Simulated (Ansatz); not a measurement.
`N[SiH2][SbH2]` + H–F → `F[SiH2][SbH2]` + NH₃  (ligand exchange at the Si–N bond)

Isolated molecules relaxed with PBE0-D4/def2-TZVP in Ansatz; ΔE leaves out vibrations. CBS: MP2 limit from def2 TZ/QZ plus the TZ coupled-cluster correction, frozen cores. This one scheme is used for every species. Functionals use def2-TZVPP. Elements past krypton have def2 core potentials. For Sb outer-core shells are correlated without core-valence functions, which leaves a few kJ/mol of doubt a bond. One conformer a species, not always the lowest.

CCSD(T)/CBS gives -80.5 kJ/mol.

**Question.** Another level gave -77.8 kJ/mol. Which?
A. CCSD/def2-TZVPP
B. PBE0-D4/def2-TZVPP
C. HF/def2-TZVPP
D. CAM-B3LYP/def2-TZVPP

**Answer.** B. PBE0-D4 -77.8, HF/def2-TZVPP -95.8, CCSD/def2-TZVPP -83.1, CAM-B3LYP -91.3 kJ/mol.

Largest T1 diagnostic among the species: 0.013.

The D4 term adds +6.8 kJ/mol with B3LYP and +3.7 kJ/mol with PBE0; it sums over pairs of atoms, weighted by their polarisabilities, and B3LYP, whose exchange is more repulsive, gets the larger term. Leaving LDA and LC-ωPBE aside and taking each functional with its dispersion term where it has one, the values, not all of them listed here, spread over 16.0 kJ/mol, from B97M-V to revPBE-D4. LDA lies +8.5 kJ/mol from PBE without D4.

B3LYP here is the variant with VWN-RPA as its local correlation; programs differ in this.
